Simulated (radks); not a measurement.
Results of a calculation; reference values are marked as such.
Valence configurations of Tl. Level of theory: non-relativistic Kohn-Sham, PBEsol, spin-polarised, spherical densities, point nucleus; open shells are filled with parallel spins first (spin-orbit coupling, left out, can overturn this in heavy ions); relativity is left out, which matters for an element this heavy (a radial shooting solver on a logarithmic mesh with Libxc functionals). Energies are relative to [Hg] 6p1; eigenvalues in eV for spin up.

valence                     E (eV)  moment (Bohr magnetons)    e(4f)    e(5d)   e(6p)    e(6s)
[Hg] 6p1                     0.000                        1  -131.22  -18.216  -2.848   -7.768
[Xe] 4f14 5d10 6s1.5 6p1.5   2.044                        2  -131.82  -18.854  -3.328   -8.386
[Xe] 4f14 5d10 6s1 6p2       3.828                        3  -132.33  -19.410  -3.724   -8.919
[Xe] 4f14 5d9 6s2 6p2       16.732                        3  -137.31  -23.133  -4.134   -9.798
[Xe] 4f13 5d10 6s2 6p2      137.08                        3  -151.41  -24.471  -4.138   -9.836
[Xe] 4f13 5d10 6s1.5 6p2.5  139.22                        4  -151.90  -24.999  -4.533  -10.350
[Xe] 4f13 5d10 6s1 6p3      141.09                        5  -152.33  -25.474  -4.875  -10.810
[Xe] 4f13 5d9.5 6s1 6p3.5   152.66                        5  -155.62  -28.067  -5.386  -11.662
[Xe] 4f12 5d10 6s2 6p3      292.05                        5  -172.23  -30.885  -5.327  -11.759
[Xe] 4f12 5d10 6s1 6p4      298.56                        5  -173.47  -32.094  -5.863  -12.518

NIST lists [Hg] 6p1 as the ground configuration; this level of theory agrees among the configurations tried. The energies are those of spherical high-spin densities, not of single terms. Relativity is left out, which favours d and f over s occupation in heavy atoms.
